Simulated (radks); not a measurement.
The nitrogen anion N-, [He] 2s2 2p4, held by a Watson sphere: a shell of charge +1 at radius R that stands for the Madelung well of a crystal (potential energy -1/R inside, -1/r outside, in hartree with lengths in bohr). Method: scalar-relativistic Kohn-Sham, PBE, spin-polarised, spherical densities, finite nucleus; open shells are filled with parallel spins first; Fermi nuclear charge, rms radius of each element as measured or else 0.836 A^(1/3) + 0.57 fm; computed with a radial shooting solver on a logarithmic mesh with Libxc functionals. Response by self-consistent Sternheimer equations with the Hartree and adiabatic LDA kernel, the relativistic mass of each level held fixed and spin-orbit coupling left out. The sphere does not respond.

\begin{tabular}{lrrrrrrr}
R (bohr) & e(2s down) (eV) & e(2p up) (eV) & e(2p down) (eV) & <r> 2p (bohr) & sum of <r^2> (bohr^2) & X-ray form factor at sin(theta)/lambda = 0.2 1/angstrom & alpha (bohr^3) \\ \hline
1.6 & -17.586 & -8.585 & -6.164 & 1.608 & 16.62 & 4.930 & 10.93 \\
2.28 & -15.938 & -7.195 & -4.935 & 1.757 & 19.04 & 4.748 & 16.31 \\
2.37 & -15.744 & -7.024 & -4.779 & 1.776 & 19.32 & 4.733 & 17.19 \\
2.69 & -15.109 & -6.454 & -4.248 & 1.842 & 20.28 & 4.690 & 20.64 \\
2.99 & -14.585 & -5.972 & -3.793 & 1.903 & 21.12 & 4.663 & 24.44 \\
\end{tabular}
